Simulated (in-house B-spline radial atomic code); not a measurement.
A run on an ion of nuclear charge 15 with 15.5 electrons that did not converge. Method: non-relativistic wB97X, spin-polarised, spherical fractional occupations, point nucleus; computed with an all-electron radial atomic-structure program (B-spline basis).

Command:
```bash
python run_scf.py task.json out
```
Settings:
```
Z                15
configuration    [Ne] 3s2 3p3.5
hamiltonian      nr
method           wb97x
spin_polarised   True
```

First and last ten iterations of the last attempt (damped for 15 steps, keeping 80 % of the old Fock matrix, then DIIS):
```
 iter        energy (Eh)    residual
    1        -339.959932    2.35e-01
    2        -340.951098    8.53e-02
    3        -341.099775    5.87e-02
    4        -341.176358    4.03e-02
    5        -341.216380    2.76e-02
    6        -341.237599    1.89e-02
    7        -341.249045    1.44e-02
    8        -341.255357    1.12e-02
    9        -341.258935    8.65e-03
   10        -341.261038    6.73e-03
  111        -341.267456    3.31e-04
  112        -341.267384    4.87e-04
  113        -341.267435    4.14e-04
  114        -341.267445    4.61e-04
  115        -341.267430    2.57e-04
  116        -341.267495    3.89e-04
  117        -341.267433    4.42e-04
  118        -341.267478    4.84e-04
  119        -341.267507    6.86e-04
  120        -341.267523    3.63e-04
 not converged after 120 iterations
```

The smallest residual met was 1.7e-04; the threshold is about 1e-07. No energy from this run should be used. Run time, properties included: 2.5 s on 1 thread of Intel(R) Xeon(R) 6975P-C, on a shared host.
